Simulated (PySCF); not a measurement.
A structure optimised at PBE-D3(BJ)/def2-TZVPD, used in a PySCF frequency run:

```xyz
4

Sn     0.0000     0.0000    -0.0330
H      1.4125     0.8155     0.5498
H     -1.4125     0.8155     0.5498
H      0.0000    -1.6310     0.5498
```
Charge 0, spin multiplicity 2.

Write its SMILES, formula and point group.

[SnH3], H₃Sn, C3v

What are its rotational constants (standard atomic weights)?

100.60, 100.60, 62.826 GHz
